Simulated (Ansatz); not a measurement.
Low-lying states of ZnF

Program: Ansatz, Gaussian basis, development build. State-averaged CASSCF with equal weights; occupations are averaged over the states; levels count from the state that is lowest in CASSCF. A minimal or small basis: far from the basis limit. Solutions may break the symmetry of the shape. Lower solutions, or ones in other orbitals, may exist. The average may hold one member of a degenerate pair alone.

Geometry: bond length 2.6520 Å. A bond is stretched, to 1.48 times the sum of the covalent radii.

Basis def2-SVP, nonrelativistic, 10 orbitals frozen in the corrections; active space CAS(17,9). Averaged: 2 doublets.

Task: Give the levels in order.

Result: 

```tsv
state	CASSCF (eV)	SC-NEVPT2 (eV)
doublet	0.000	0.000
doublet	0.144	0.353
```

Occupations: 2.00, 2.00, 2.00, 2.00, 2.00, 2.00, 2.00, 1.50, 1.50.
